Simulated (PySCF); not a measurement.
Compound: C5H13O2P.
SMILES: `CC[C@@H](C)[P@@](C)(=O)O`

The calculation used TDDFT CAM-B3LYP/def2-SVPD, vertical, gas phase, core orbitals frozen in the response in PySCF. Isolated species at its PBE0-D3(BJ)/def2-SVP geometry (one conformer only). Torsions of this conformer, `[CH3:1][CH2:2][C@@H:3]([CH3:4])[P@@:5]([CH3:6])(=[O:7])[OH:8]`: C1–C2–C3–C4 165°, C2–C3–P5–C6 -72°, H–O8–P5–C3 -119°.

```tsv
state	E (eV)	λ (nm)	f	main configurations (H = HOMO, L = LUMO)
S1	7.32	169.5	0.042	H→L (79%), H→L+1 (12%)
S2	7.68	161.4	0.0068	H→L+1 (59%), H→L (10%), H→L+4 (9%)
S3	7.77	159.5	0.056	H-1→L (72%), H-1→L+1 (16%)
S4	8.09	153.2	0.034	H→L+3 (25%), H→L+5 (18%), H→L+6 (10%)
S5	8.26	150.0	0.0080	H→L+2 (71%), H→L+4 (10%)
S6	8.51	145.6	0.021	H-1→L+1 (38%)
S7	8.57	144.6	0.026	H-2→L (35%), H-2→L+1 (20%), H-1→L+1 (9%)
S8	8.63	143.7	0.0007	H→L+3 (41%), H→L+4 (19%), H→L+6 (10%)
S9	8.72	142.2	0.072	H→L+5 (18%), H→L+4 (15%), H→L+7 (11%)
S10	8.83	140.4	0.0027	H-1→L+3 (18%), H-1→L+5 (13%), H-1→L+7 (12%)
```

Triplets (Tamm–Dancoff): T1 7.15 eV, H→L (75%), H→L+1 (11%); T2 7.42 eV, H-1→L (26%), H→L+1 (22%), H-1→L+1 (15%); T3 7.48 eV, H-1→L (25%), H→L+1 (23%), H-1→L+1 (18%); T4 7.80 eV, H→L+5 (19%), H→L+1 (13%), H→L (13%).

The lowest singlet lies at 7.32 eV (169 nm, vacuum ultraviolet) and is of moderate strength; its leading configuration is HOMO→LUMO (79%). The strongest level in the table is S9 at 8.72 eV (142 nm, f = 0.072). Löwdin shares by element: HOMO oxygen 49% or more, carbon 19% or more, phosphorus 13% (atoms not listed hold the other 19%); LUMO carbon 22% or more, oxygen 18% or more, hydrogen 8% or more (atoms not listed hold the other 52%). The listed states span 1.52 eV, and the widest gap between neighbours is 0.36 eV (S1 to S2). Orbital energies (eV): HOMO-3 -10.90, HOMO-2 -10.71, HOMO-1 -9.63, HOMO -9.02, LUMO 1.03, LUMO+1 1.49, LUMO+2 1.86. The oscillator strengths of these states sum to 0.269; summed over the whole spectrum of an exact calculation they would give the number of electrons, 74 (Thomas–Reiche–Kuhn). All these states lie below the vertical ionisation energy of 9.69 eV (ΔSCF). The window holds the lowest 10 singlets.
